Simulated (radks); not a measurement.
Pr XL, configuration [Ar] 4s2 (not the ground configuration).

All-electron calculation, Dirac Kohn-Sham, LDA (Slater exchange, Perdew-Wang correlation), spin-unpolarised, spherical densities, finite nucleus; Fermi nuclear charge, rms radius 4.8919 fm. Program: a radial shooting solver on a logarithmic mesh with Libxc functionals.

Energy parts (hartree):
| part | energy |
|---|---|
| total | -7937.4071 |
| kinetic | 8631.7548 |
| electron-nucleus | -17655.0540 |
| Hartree | 1216.8936 |
| exchange-correlation | -131.0016 |

Orbitals (lengths in bohr, moments of r in powers of bohr):
orbital,occ.,eigenvalue (hartree),<r^4>
1s1/2,2,-1617.010,1.650e-06
2s1/2,2,-328.1775,0.0002566
2p1/2,2,-315.5249,0.0001600
2p3/2,4,-297.5546,0.0001994
3s1/2,2,-121.7725,0.007664
3p1/2,2,-117.0174,0.006670
3p3/2,4,-112.6387,0.007719
3d3/2,0,-105.5615,0.004845
3d5/2,0,-104.5292,0.005068
4s1/2,2,-61.89599,0.09396
4p1/2,0,-59.84855,0.09100
4p3/2,0,-58.25762,0.1012

The highest occupied level is 4s1/2 at -1684.3 eV. The configuration is held as typed, so some empty levels lie below it. The electron density at the nucleus is 4.195e+05 e/bohr^3.
